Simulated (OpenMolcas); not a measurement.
**Mn3+: ligand-field states by method**

Mn3+ with 6 ligands (fluoride) in octahedral coordination (Oh) at 1.96 Å. A charge of +0.5 e stands 3.2 Å behind each ligand. Ligand basis ANO-RCC-VDZP.

- Program: OpenMolcas 26.06
- Basis: ANO-RCC-VDZP [5s4p2d1f]
- Scalar Hamiltonian: DKH2, point nucleus
- Active space: 4 electrons in 5 orbitals (3d)
- State averaging: 2S+1 = 5 even, 5 roots; 2S+1 = 3 even, 45 roots; 2S+1 = 1 even, 50 roots
- Spin-orbit coupling: RASSI with atomic mean-field integrals over the reference wave functions

I. CASSCF
II. SS-CASPT2, IPEA 0.25 Eh, imaginary shift 0.1 Eh (closed shells correlated: 3s 3p and the ligand valence shells)

Spin-free states (labels of O, the rotations of Oh) in cm-1, each column counted from its own energy of the first state listed:

```csv
State,Degeneracy,I,II
5E,2,0,0
5T2,3,11410,13500
3T1,3,14334,9790
3E,2,22614,19000
3T1,3,24069,19260
3T2,3,24893,20190
1T2,3,25948,18490
3A2,1,26993,21680
1E,2,27051,20210
3A1,1,27586,22120
3E,2,31164,25480
1A1,1,32371,23190
3T1,3,33408,31390
1A2,1,34086,28400
1T2,3,34323,27910
3T2,3,34650,32590
3T1,3,35377,33120
1T1,3,36241,29330
1E,2,40709,32170
3T2,3,41105,38200
```

From I to II, I's first state of the same spin (5T2) moves from 11410 to 13500 cm-1, by about +2100 cm-1.

From I to II, I's first state of another spin (3T1) moves from 14334 to 9790 cm-1, by about -4500 cm-1.

I: A least-squares ligand-field fit to the states below 45000 cm-1, each weighted by its degeneracy and with a free common offset, gives 10Dq = 11209 cm-1, B = 1136 cm-1 and C = 4288 cm-1 (C/B = 3.77), with an rms deviation of 107 cm-1. The same method and metal basis give the free ion B = 1220 cm-1 (fit to its terms below 60000 cm-1, rms deviation 47 cm-1), so the nephelauxetic ratio is β = 1136 / 1220 = 0.93; it hangs on how both fits weigh the states, and computed free-ion B values tend to be too large, so β mixes covalency with correlation.

χT at 300 K: I 2.94, II 2.95 cm3 K/mol.

Roots that are degenerate in the reference are averaged as groups; the widest CASPT2 spread within a group is 380 cm-1 (the 3-fold group of multiplicity 1 near 50300 cm-1 above the lowest state of its run, II). Shifts and gaps below about the spread of the groups concerned are not significant. Over all roots computed the reference weight is 0.70 to 0.72 in II; a low but even weight reflects the number of correlated electrons. An orbital doublet at a regular site is open to a Jahn-Teller distortion, which this geometry leaves out. This shell can be high or low spin here, a state of another spin lies low, and with metal d orbitals alone active their balance is uncertain, so the ground spin may be wrong. Ligand-to-metal charge-transfer states are missing. With no ligand orbital active B as a rule stays too high, so bands that hang on it stand too high and its fall with covalency is understated. Without dynamic correlation the repulsion within the d shell is too large (B by tens of per cent), so at a given field states of lower spin stand too high (holds for I). With metal d orbitals alone and no dynamic correlation the field as a rule comes out too small, by tens of per cent, by up to half for chloride and softer ligands (holds for I). These CASPT2 states fit no ligand-field parameters well, so their order and spin gaps are uncertain (holds for II). With one d shell and no ligand orbital active, 10Dq can be off by a tenth or more (holds for II). Free-ion shares, where given, are those of the reference states; single-state CASPT2 does not remix them (holds for II). No measured value stands beside these numbers; the geometry is a model, was not optimised and need not be the one that this ion takes.
